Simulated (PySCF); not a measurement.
PySCF 2.14 output of an unrestricted PBE calculation on a single atom or ion in aug-cc-pVTZ with one added diffuse shell each of s, p, d, f type (6s5p4d3f, 62 functions), with no relativity, point nucleus:

```
SCF conv_tol = 1e-09
number electrons alpha = 3  beta = 1
    J. P. Perdew, K. Burke, and M. Ernzerhof.,  Phys. Rev. Lett. 77, 3865 (1996)
    J. P. Perdew, K. Burke, and M. Ernzerhof.,  Phys. Rev. Lett. 78, 1396 (1997)
    J. P. Perdew, K. Burke, and M. Ernzerhof.,  Phys. Rev. Lett. 77, 3865 (1996)
    J. P. Perdew, K. Burke, and M. Ernzerhof.,  Phys. Rev. Lett. 78, 1396 (1997)
cycle= 1 E= -35.4054016168995  delta_E= -0.00153  |g|= 0.00545  |ddm|= 0.222
cycle= 2 E= -35.405404950867  delta_E= -3.33e-06  |g|= 0.000452  |ddm|= 0.0117
cycle= 3 E= -35.4054049691961  delta_E= -1.83e-08  |g|= 6.77e-06  |ddm|= 0.00105
cycle= 4 E= -35.4054049692417  delta_E= -4.56e-11  |g|= 3.03e-07  |ddm|= 0.000116
converged SCF energy = -35.4054049692417  <S^2> = 2.0000002  2S+1 = 3.0000001
```

The run itself started from symmetry-adapted Hartree-Fock orbitals and held the occupation by maximum overlap, on a logarithmic radial grid, so the iterations belong to that start.

Q: Which element, charge and spin multiplicity is this?

A: C(2+) (carbon, charge +2), multiplicity 3; the state was [He] 2s1 3s1, high-spin 3S determinant (an excited configuration).

The outer electron is Rydberg-like, and this basis confines it to a smaller radius and binds it less than a complete one would.
